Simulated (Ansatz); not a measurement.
The cluster InSi₆⁻, relaxed as a singlet with RKS PBE0-D4/def2-SVPD in Ansatz, starting from the GFN2-xTB geometry. Force threshold 0.02 eV/Å.

In the def2 sets In takes a core potential; there is no spin–orbit coupling. The restricted singlet is unstable towards broken spin symmetry in Hartree–Fock (as tested in another run); at PBE0-D4/def2-SVPD this wasn't settled. Another isomer (singlet) lies 1.29 eV lower at PBE0-D4/def2-TZVPD; other spin states weren't run for this one.

Start:

```tsv
atom	x (Å)	y (Å)	z (Å)
In1	1.408	0.027	0.412
Si2	-0.203	-1.299	-2.708
Si3	-2.314	-0.310	1.060
Si4	1.906	-0.807	-2.047
Si5	1.178	2.132	2.176
Si6	-0.743	1.111	1.896
Si7	-1.232	-0.853	-0.788
```

```tsv
step	energy (eV)	largest force component (eV/Å)	SCF passes
1	-52404.3935	1.048	22
2	-52404.8584	0.892	32
3	-52405.1652	0.878	30
4	-52405.4190	0.379	29
5	-52405.6046	0.554	29
6	-52405.7785	0.313	30
7	-52405.8845	0.397	29
8	-52405.9168	0.208	29
9	-52405.9298	0.060	25
10 (rejected)	-52405.9259	0.265	25
11	-52405.9327	0.020	24
12	-52405.9335	0.024	24
13	-52405.9345	0.038	25
14 (rejected)	-52405.9335	0.213	24
15	-52405.9352	0.018	24
16	-52405.9355	0.118	24
17	-52405.9359	0.023	24
18	-52405.9362	0.020	25
19	-52405.9365	0.021	23
20 (rejected)	-52405.9364	0.014	20
21	-52405.9366	0.005	21
```

Force components are those of the run's own axes.

End:

Cartesian coordinates in Å:
```
In 2.076 0.688 0.378
Si -0.385 -1.713 -2.668
Si -2.596 -0.117 0.750
Si 1.252 -0.687 -1.581
Si 1.139 1.739 2.438
Si -0.576 0.698 1.349
Si -0.911 -0.607 -0.665
```

Bonds formed: Si4–Si7, Si6–Si7 (atoms count from 1).

The force fell under the threshold at step 15, but the optimiser went on. No frequencies were taken in this run, so the end may be a saddle point.

It took 2.1 min on 4 threads of Arm Neoverse V2 on a shared host, peak host memory 0.6 GiB.
